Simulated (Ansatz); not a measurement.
Species: C$_{3}$H$_{5}$F, charge 0, singlet. C3H5F (SMILES F/C=C\C).
B3LYP-D3(BJ)/def2-TZVP minimum from Ansatz (a program for electronic structure):
```xyz
9

C     -1.5300     0.1624     0.3796
C     -0.4336    -0.7559    -0.0548
C      0.8233    -0.4119    -0.2699
F      1.2630     0.8584    -0.1124
H     -1.1701     1.1820     0.5044
H     -1.9606    -0.1688     1.3281
H     -2.3415     0.1715    -0.3528
H     -0.6694    -1.8018    -0.2131
H      1.6165    -1.0760    -0.5841
```
Charge 0, spin multiplicity 1.

Quantity: atomisation energy (electronic, to ground-state atoms), in kJ/mol. Radicals and triplets start from unrestricted determinants; spin-orbit coupling is neglected. CBS(X,Y): correlation extrapolated as X^-3, Hartree-Fock from the larger set. A bracket is a step between two methods taken in the basis named. Functionals run without relativity, which enters their misses. 'core' is core correlation in cc-pwCVTZ, 'X2C' scalar relativity in cc-pVTZ-DK, both at CCSD(T). Where a partner has so few electrons that a lower coupled-cluster level is exact, that level stands in.

CCSD(T)/CBS(cc-pVTZ,cc-pVQZ) + [CCSDT(Q) - CCSD(T)]/cc-pVDZ + core + X2C (Ansatz) gives 3646.4 kJ/mol.

Task: What does PBE/def2-TZVPD (Ansatz) give here, and how do the other levels compare?

Result: PBE gives 3726.1 kJ/mol, 79.7 kJ/mol above it. Differences of the others: r2SCAN/def2-TZVPD (Ansatz) -0.8; B3LYP/def2-TZVPD (Ansatz) -23.9; PBE0/def2-TZVPD (Ansatz) 7.4; CCSD(T)/CBS(cc-pVTZ,cc-pVQZ) + core + X2C (Ansatz) -2.9 kJ/mol. Nearer than PBE: r2SCAN/def2-TZVPD, B3LYP/def2-TZVPD, PBE0/def2-TZVPD, CCSD(T)/CBS(cc-pVTZ,cc-pVQZ) + core + X2C.
